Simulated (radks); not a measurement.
The numbers below are computed, except where a source is named.
Question: Orbital eigenvalues (eV) of the lutetium ion Lu+, [Xe] 4f14 6s2, of relativity; Dirac values are averaged over j with weights 2j + 1. Spin-unpolarised spherical Kohn-Sham, PBE, point nucleus unless stated (finite: rms radius 5.37 fm), a radial shooting solver on a logarithmic mesh with Libxc functionals. A level marked "c x" has the speed of light scaled by that factor.

shell  non-rel.
2s      -9522.7
2p      -9109.6
3s      -2145.9
3p      -1956.6
3d      -1603.8
4s      -420.87
4p      -343.36
4d      -203.09
5s      -60.109
5p      -39.223
4f      -24.591
6s      -10.332

Give the values at the level "Dirac, finite nucleus".

Answer: 
shell  Dirac, finite nucleus  change of magnitude (%)
2s                    -10751                   +12.90
2p                   -9518.6                    +4.49
3s                   -2443.1                   +13.85
3p                   -2068.2                    +5.70
3d                   -1590.2                    -0.85
4s                   -493.38                   +17.23
4p                   -369.20                    +7.52
4d                   -200.34                    -1.35
5s                   -69.799                   +16.12
5p                   -40.747                    +3.89
4f                   -18.414                   -25.12
6s                   -11.044                    +6.90
